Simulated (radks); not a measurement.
Problem. All-electron atom: In+ in [Kr] 4d10 5s1 7s1 (not the ground configuration). All-electron calculation, Dirac Kohn-Sham, PBEsol, spin-unpolarised, spherical densities, finite nucleus; Fermi nuclear charge, rms radius 4.6156 fm. Program: a radial shooting solver on a logarithmic mesh with Libxc functionals. Some entries of the table are withheld. Estimate them.

orbital  occ.  eigenvalue (eV)  <1/r> (bohr^-1)
1s1/2       2              (1)            51.84
2s1/2       2        -4164.620            11.99
2p1/2       2        -3885.474              (2)
2p3/2       4        -3674.769              (3)
3s1/2       2        -802.1872            4.225
3p1/2       2        -689.4933            4.133
3p3/2       4        -651.4359            3.940
3d3/2       4        -451.8814            3.784
3d5/2       6        -444.0810            3.734
4s1/2       2              (4)            1.644
4p1/2       2              (5)            1.525
4p3/2       4              (6)            1.462
4d3/2       4         -33.9480            1.157
4d5/2       6         -33.0733            1.141
5s1/2       1              (7)           0.5505
7s1/2       1          -3.1563           0.1236

Solution. 
(1) 1s1/2 eigenvalue (eV): -27735.41
(2) 2p1/2 <1/r> (bohr^-1): 11.98
(3) 2p3/2 <1/r> (bohr^-1): 11.19
(4) 4s1/2 eigenvalue (eV): -134.3951
(5) 4p1/2 eigenvalue (eV): -97.5701
(6) 4p3/2 eigenvalue (eV): -90.8964
(7) 5s1/2 eigenvalue (eV): -20.6808
